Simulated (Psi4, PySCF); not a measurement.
Interaction energy of O2S ··· H6Si2 (SMILES O=S=O and [SiH3][SiH3]). Monomers: optimised at B3LYP-D3(BJ) (def2-TZVP), held rigid. Orientation: a higher rigid-body minimum at GFN2-xTB. Only R, the distance of the centres of mass, is varied, so the lowest point isn't the relaxed dimer.

Geometry at R = 3.50 Å (first 3 atoms: monomer A):
```
11

O     -1.2410     0.2320     0.0000
S      0.0046    -0.4877     0.0000
O      1.2363     0.2557     0.0000
Si    -0.9755    -0.3193    -3.3156
Si    -1.4636     1.9471    -2.9675
H     -2.2200    -1.1253    -3.2784
H     -0.0576    -0.8157    -2.2615
H     -0.3273    -0.5091    -4.6362
H     -0.2190     2.7531    -3.0047
H     -2.3814     2.4435    -4.0217
H     -2.1119     2.1368    -1.6470
``` The table gives interaction energies.

| R / Å | A | B | C |
|---|---|---|---|
| 2.88 | 74.61 | 156.82 | 114.08 |
| 3.08 | 36.88 | 90.74 | 64.04 |
| 3.29 | 14.21 | 48.27 | 31.96 |
| 3.50 | 2.02 | 23.66 | 13.36 |
| 3.69 | -3.67 | 11.04 | 3.91 |
| 3.87 | -6.31 | 4.29 | -0.98 |
| 4.19 | -7.50 | -0.87 | -4.24 |
| 4.49 | -6.80 | -2.06 | -4.40 |
| 4.97 | -4.81 | -1.80 | -3.15 |
| 5.68 | -2.37 | -0.90 | -1.55 |
| 6.70 | -0.77 | -0.32 | -0.56 |
| 8.00 | -0.23 | -0.12 | -0.19 |

Energies in kJ/mol.

Assign the columns to these levels of theory: DF-MP2/aug-cc-pVDZ, frozen core, counterpoise-corrected in Psi4; PySCF with restricted Hartree-Fock/LANL2DZ, with its core potentials past Ne, no counterpoise correction; revPBE-D3(BJ)/def2-TZVP, counterpoise-corrected in Psi4 1.11.

A is revPBE-D3(BJ)/def2-TZVP; B is RHF/LANL2DZ; C is MP2/aug-cc-pVDZ.
